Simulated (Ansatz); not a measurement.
One change: `Cl[SiH](Cl)I` becomes `CS[SiH](Cl)Cl`.

Ansatz, PBE0-D4/def2-TZVP geometries, multiplicity 1. Each molecule was computed in one conformer, which needn't be the lowest.

Elements past krypton have def2 core potentials.

| property | `Cl[SiH](Cl)I` |
| --- | --- |
| LUMO energy (PBE/def2-TZVPP) / eV | -1.97 |
| size of the dipole moment (B3LYP/def2-TZVPP) / D | 0.70 |
| HOMO–LUMO gap (ωB97M-V/def2-TZVPP) / eV | 11.05 |
| HOMO energy (B3LYP/def2-TZVPP) / eV | -7.87 |
| LUMO energy (ωB97M-V/def2-TZVPP) / eV | 0.79 |
| ideal-gas entropy at 298 K and 1 bar (rigid rotor, harmonic PBE0-D4/def2-TZVP) / J/(mol·K) | 344 |

Q: What does the change do to each property? (An estimate is asked.)

A: Ansatz gave: 
```
                                                                                  property  `CS[SiH](Cl)Cl`  shift
                                                         LUMO energy (PBE/def2-TZVPP) / eV            -1.39   0.58
                                          size of the dipole moment (B3LYP/def2-TZVPP) / D             1.29   0.59
                                                   HOMO–LUMO gap (ωB97M-V/def2-TZVPP) / eV            11.18   0.13
                                                       HOMO energy (B3LYP/def2-TZVPP) / eV            -7.24   0.63
                                                     LUMO energy (ωB97M-V/def2-TZVPP) / eV             1.51   0.72
ideal-gas entropy at 298 K and 1 bar (rigid rotor, harmonic PBE0-D4/def2-TZVP) / J/(mol·K)              373     29
```

The zero-point energy changes by 101.7 kJ/mol with +12 modes. Dipoles are sizes alone; their direction can turn. Modes under 60 cm⁻¹, often nearly free rotors, make the harmonic entropy too high.

B3LYP here is the variant with VWN-RPA as its local correlation; programs differ in this.

Spin–orbit coupling is left out; it splits and shifts lone-pair levels of the heavy atoms by tenths of an eV.
